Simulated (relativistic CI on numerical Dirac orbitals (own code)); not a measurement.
**Spin-allowed bands of a d3 ion in a tetrahedral site, by hand**

Problem. Take Δ = 5800 cm⁻¹ and B = 890 cm⁻¹ for a d3 ion in a tetrahedral site. Calculate the three spin-allowed bands.

Working.
1. The terms of highest spin are 4F (energy 0) and 4P (15B = 13350 cm⁻¹). Here the F term splits into A2 at +1.2Δ = 6960, T2 at +0.2Δ = 1160 and T1 at −0.6Δ = -3480 cm⁻¹.
2. The two T1 states mix through the element 0.4Δ: H = [[-3480, 2320], [2320, 13350]], with roots ½(H₁₁ + H₂₂) ∓ ½√[(H₂₂ − H₁₁)² + 4H₁₂²] = ½(9870) ∓ ½(17458) = -3794 and 13664 cm⁻¹.
3. The ground term is 4T1 at -3794 cm⁻¹.
4. Bands: 4T2 4954 cm⁻¹ (2019 nm), 4A2 10754 cm⁻¹ (930 nm), 4T1(P) 17458 cm⁻¹ (573 nm).

Check. Exact diagonalisation of the whole d3 shell with these parameters gives 4T2 4954, 4A2 10754, 4T1 17458 cm⁻¹. The match is exact, since without spin-orbit coupling no other term has this spin. The ratio of the second band to the first, 2.171, depends on Δ/B = 6.5 alone, which is how a Tanabe-Sugano diagram is read.
